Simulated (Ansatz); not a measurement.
Consider the cleavage of the Si–B bond: `OB(F)[SiH2]S` + CH₃OH → `CO[SiH2]S` + `OBF`.

Computed with Ansatz on PBE0-D4/def2-TZVP structures; ΔE is electronic, products minus reactants. CCSD(T)/CBS adds triple-zeta CCSD(T) − MP2 to the extrapolated MP2 energy (def2 sets, frozen cores). This one scheme is used for every species. DFT in def2-TZVPP. One conformer a species, not always the lowest.

```tsv
level	ΔE (kJ/mol)
PBE0	-106.8
MP2/CBS(def2)	-128.5
```

Task: What does CCSD(T)/CBS give? (Best estimate.)

Result: Computed: -120.1 kJ/mol. The listed levels differ from it by 13.3, -8.4 kJ/mol.

Largest T1 diagnostic among the species: 0.013.

From PBE to PBE0 (25 % exact exchange), in def2-TZVPP and without D4, ΔE moves by −6.1 kJ/mol. In def2-TZVPP, CCSD(T) changes the Hartree–Fock value by +18.9 kJ/mol (the triples alone add +2.1 kJ/mol) and MP2 by +10.5 kJ/mol.
